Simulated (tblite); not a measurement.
**Question.** Give a GFN2-xTB geometry of InChI=1S/C2H6FO2Si2/c3-1-2(6)5-7-4/h4H,7H2,6H3. (Doublet state.)

**Answer.** 
Z-matrix in Å and degrees, rows numbered from 1:
```
O 
Si  1  1.6168
O   2  1.6401  1  104.00
C   3  1.3494  2  128.86  1   177.82
Si  4  1.9306  3  106.45  2  -176.88
C   4  1.2981  3  126.25  2     3.09
F   6  1.3351  4  126.92  3   179.93
H   1  0.9540  2  121.45  3    33.32
H   2  1.4530  1  105.16  3   117.48
H   2  1.4597  1  112.07  3  -117.18
H   5  1.4587  4  108.35  3   177.57
H   5  1.4621  4  105.56  3    56.31
H   5  1.4635  4  105.72  3   -61.47
```

C4 (carbon bonded to C, O and Si) is planar (angles 127.3°, 126.3° and 106.4°, sum 360.0°, 0.00 Å off the plane of its three neighbours). The 7 heavy atoms lie in one plane (0.016 Å rms). Si5 (silicon bonded to C and 3 H) is distorted tetrahedral (angles from 105.6° to 113.0°). The 2 O–Si bonds span 1.617 Å (O1–Si2, drawn single) to 1.640 Å (Si2–O3, drawn single), a spread of 0.023 Å.

Computed geometry: GFN2-xTB, gas phase. This method treats the open shell by occupation alone, without spin polarisation.

Its GFN2-xTB frequencies are all real (lowest 44 cm⁻¹). Torsions: H–O1–Si2–O3 33°, O1–Si2–O3–C4 178°, Si2–O3–C4–Si5 -177°. 3 starts were optimised and ended at 0.00, 8.87 and 9.75 kcal/mol (GFN2-xTB); the lowest of these is shown.

On an Arm Neoverse V1 with one thread, no GPU, shared host, this took 0.48 s of wall time. These figures are those of the optimisation.

One conformer stands for the species.
